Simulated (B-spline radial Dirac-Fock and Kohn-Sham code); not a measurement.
## Run log: Ge

ΔSCF core binding energies without Breit or QED terms, calculated with a radial atomic solver. Keys: rel is the Hamiltonian (dirac, or spin-free x2c and nr, where L3 and M5 stand for the whole 2p and 3d shells), method is hf or an exchange,correlation pair (spin-unpolarised, also for the hole states), nuc the nuclear model, radius_factor scales its radius, rmax is the box in bohr, h the logarithmic mesh step, order the B-spline order, points the quadrature points per cell, c_factor scales the speed of light, and damp, ndamp, maxit and tol steer the iteration. The run stops when the commutator error falls below 10·tol·max(1, Z/10), or the numerical noise floor, and the energy has settled to about 1e-8 Ha; the virial ratio is −V/T.

Input (task.json):

```json
{"items": [{"Z": 32, "q": 0, "cfg": [[1, 0, 2], [2, 0, 2], [2, 1, 6], [3, 0, 2], [3, 1, 6], [3, 2, 10], [4, 0, 2], [4, 1, 2]], "A": 74, "rrms": 4.0742, "do": "settings", "holes": ["K", "L3", "M5"],
  "settings": [{"rel": "dirac", "method": "hf", "nuc": "fermi", "radius_factor": 1.0, "rmax": 45.0, "h": 0.4, "order": 8, "points": 10, "c_factor": 1.0, "maxit": 60, "damp": 0.5, "ndamp": 3, "tol": 1e-08}]}]}
```

Command: `python xray2_run.py task.json out`

Ground-state iterations:

```
iter   energy (Ha)        error
   1    -2096.95365692  1.56e+00
   2    -2097.36835284  1.13e-01
   3    -2097.46843825  3.33e-02
   4    -2097.46967477  1.43e-02
   5    -2097.46994362  1.24e-03
   6    -2097.46995611  4.01e-04
   7    -2097.46995790  1.54e-04
   8    -2097.46995830  3.00e-05
   9    -2097.46995831  1.23e-06
  10    -2097.46995831  4.92e-07
  11    -2097.46995831  2.58e-08
```

The ground state converged in 11 iterations, with total energy -2097.46996 Ha, virial ratio 1.97879 and highest orbital energy -7.24 eV. ΔSCF binding energies: K (1s) 11134.2 eV, L3 (2p3/2) 1227.5 eV, M5 (3d5/2) 36.12 eV.
